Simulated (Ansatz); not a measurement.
Total energies of `[AlH2][S][AlH][SiH3]`.

Cartesian coordinates in Å:
```
Al 0.209 -0.594 1.613
S 0.044 1.632 1.767
Al -0.639 1.704 -0.271
Si 0.132 -0.371 -1.346
H -1.154 -1.356 1.318
H 1.461 -1.285 2.288
H -1.355 2.924 -0.972
H -0.816 -1.405 -1.832
H 0.904 -1.059 -0.211
H 1.215 -0.188 -2.353
```

Total charge 0; spin multiplicity 1. The structure was optimised at the PBE0-D4/def2-TZVP level. It is one conformer, not always the lowest. Basis def2-TZVPP, Ansatz.

RPA on PBE orbitals: Hartree–Fock energy of these orbitals -1173.82965 Eh, correlation -0.90424 Eh (frozen core).

| functional | energy without D4 (Eh) | D4 term (kJ/mol) |
| --- | --- | --- |
| LDA (SPW92) | -1171.55614 | – |
| PBE | -1175.63604 | -27.9 |
| revPBE | -1176.00348 | -66.0 |
| BLYP | -1176.22842 | -58.3 |
| r2SCAN | -1176.13701 | -6.4 |
| B97M-V | -1175.96654 | – |
| PBE0 | -1175.75123 | -24.0 |
| B3LYP | -1176.33316 | -45.6 |
| r2SCANh | -1176.13017 | -7.1 |
| r2SCAN0 | -1176.12095 | -7.9 |
| HSE06 (plane-wave form) | -1175.72439 | -22.9 |
| BHLYP | -1176.24341 | -42.4 |
| CAM-B3LYP | -1176.26317 | -25.2 |
| LC-ωPBE | -1175.87378 | – |
| ωB97X-V | -1176.06118 | – |
| ωB97M-V | -1176.15225 | – |
| B2PLYP | -1175.75476 | – |
| PBE-QIDH | -1175.40417 | – |

B3LYP takes the VWN-RPA correlation (the form of Gaussian; ORCA's B3LYP/G). HSE06 is the plane-wave form, built on full-range PBE exchange. The double hybrids freeze the cores in their second-order part.

LC-ωPBE has ω = 0.4 bohr⁻¹.
